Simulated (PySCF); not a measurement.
**Ionising RbTe**

UHF-MP2; Rb def2-SVP with ECP28, Te def2-SVP with ECP28; scalar-relativistic core potentials (PySCF 2.14). Neutral (UHF): doublet (π ↑), Re = 3.366 Å, ωe = 126 cm⁻¹, De = 1.81 eV.

RbTe⁺ (UHF): triplet (π ↑↑), Re = 3.886 Å, ωe = 59.7 cm⁻¹, De = 0.35 eV to Rb⁺ + Te. The energies at the minima are -290.99689 hartree for RbTe and -290.79448 for RbTe⁺.

Q: Work out the adiabatic ionisation energy, without and with harmonic zero-point energies (1 hartree = 27.2114 eV, 1 eV = 8065.5 cm⁻¹), and the change of the bond length.

A: At UHF-MP2: 0.20241 hartree = 5.508 eV between the minima; the zero-point term (59.7 − 126.0)/2 cm⁻¹ = -0.004 eV makes it 5.504 eV. Re changes by +52.0 pm against the neutral. The electron leaves a π orbital, and the ion is left as a loose complex of an ion and an atom.

Correlated steps freeze 4 core orbitals. Weak bonds: RbTe⁺. Basis-set superposition, not corrected here, can be much of De in a small basis, most of all at correlated wavefunction levels. These are scalar-relativistic numbers at best; spin–orbit coupling would shift them, the dissociation energy most. For an ion De counts to the pair picked by the measured ionisation energies or electron affinities, which need not be the lowest pair at this level. States were picked by a PBE0 search and need not be the measured ground states.
